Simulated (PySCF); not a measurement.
C2H5S, doublet, geometry from GFN2-xTB; WB97X/3-21G run with PySCF.

PySCF was given this input:
```python
from pyscf import gto, scf, dft

mol = gto.Mole()
mol.atom = '''
    C    -1.668428    0.125580    0.072616
    C    -0.377181   -0.531319    0.376121
    S     1.119845    0.109618   -0.186616
    H    -2.011386   -0.087890   -0.947798
    H    -2.434838   -0.235526    0.757277
    H    -1.587755    1.208719    0.172918
    H    -0.341154   -1.592418    0.546370
    H     0.731271    1.387653   -0.235329
'''
mol.basis = '3-21g'
mol.charge = 0
mol.spin = 1
mol.verbose = 3
mol.build()

mf = dft.UKS(mol)
mf.xc = 'wb97x'
mf.kernel()
mf.analyze()
```

What the program printed (banner, timings and long lists left out):

```
converged SCF energy = -474.902803157576  <S^2> = 0.75398878  2S+1 = 2.0039848
**** MO energy ****
                             alpha | beta                alpha | beta
MO #1   energy= -88.2250402960195  | -88.2243931851791  occ= 1 | 1
MO #2   energy= -10.2383572396684  | -10.2302386409817  occ= 1 | 1
MO #3   energy= -10.2113512649933  | -10.2118281157396  occ= 1 | 1
MO #4   energy= -7.98454498562021  | -7.98396112953617  occ= 1 | 1
MO #5   energy= -5.9542268766528   | -5.95400434875659  occ= 1 | 1
MO #6   energy= -5.94867601273472  | -5.94843940311186  occ= 1 | 1
MO #7   energy= -5.94265266452397  | -5.94026387700789  occ= 1 | 1
MO #8   energy= -0.963839309332763 | -0.945987622388341 occ= 1 | 1
MO #9   energy= -0.853816340539804 | -0.848225574974888 occ= 1 | 1
MO #10  energy= -0.721488527150911 | -0.698000742274951 occ= 1 | 1
MO #11  energy= -0.568625530714471 | -0.559856121552578 occ= 1 | 1
MO #12  energy= -0.554086445274675 | -0.543518056548496 occ= 1 | 1
MO #13  energy= -0.537096854554816 | -0.522200895078345 occ= 1 | 1
MO #14  energy= -0.482140784459909 | -0.475972319970102 occ= 1 | 1
MO #15  energy= -0.442677036250627 | -0.431913004889914 occ= 1 | 1
MO #16  energy= -0.406231078841627 | -0.37459535544825  occ= 1 | 1
MO #17  energy= -0.267058337989637 | 0.0552593214028061 occ= 1 | 0
MO #18  energy= 0.131699560369314  | 0.13597612549535   occ= 0 | 0
MO #19  energy= 0.193280135761783  | 0.207955639105856  occ= 0 | 0
MO #20  energy= 0.24202689498989   | 0.243743752433202  occ= 0 | 0
MO #21  energy= 0.254794056557168  | 0.259061927787974  occ= 0 | 0
MO #22  energy= 0.288037022966858  | 0.29333277597415   occ= 0 | 0
MO #23  energy= 0.314432107283615  | 0.320446907597248  occ= 0 | 0
MO #24  energy= 0.369488204041198  | 0.382587685640188  occ= 0 | 0
MO #25  energy= 0.581547981852538  | 0.583116918720744  occ= 0 | 0

To work with the spin densities directly, `use mulliken_meta_spin()` only printing them here.

 ** Mulliken spin pop alpha/beta on meta-lowdin orthogonal AOs **
 ** Mulliken Spin Density (per atom)  **
spin density of  0 C =     -0.04394
spin density of  1 C =      0.89209
spin density of  2 S =      0.10744
spin density of  3 H =      0.05132
spin density of  4 H =      0.00891
spin density of  5 H =      0.01092
spin density of  6 H =     -0.02779
spin density of  7 H =      0.00105
 ** Mulliken pop alpha/beta on meta-lowdin orthogonal AOs **
 ** Mulliken atomic charges   ( Nelec_alpha | Nelec_beta ) **
charge of  0C =     -0.30075  (     3.12840      3.17234 )
charge of  1C =     -0.25353  (     3.57281      2.68072 )
charge of  2S =      0.02105  (     8.04320      7.93576 )
charge of  3H =      0.11002  (     0.47065      0.41933 )
charge of  4H =      0.11846  (     0.44523      0.43631 )
charge of  5H =      0.10200  (     0.45446      0.44354 )
charge of  6H =      0.12150  (     0.42535      0.45315 )
charge of  7H =      0.08126  (     0.45989      0.45885 )
Dipole moment(X, Y, Z, Debye): -1.60876,  0.68171, -0.16015
```
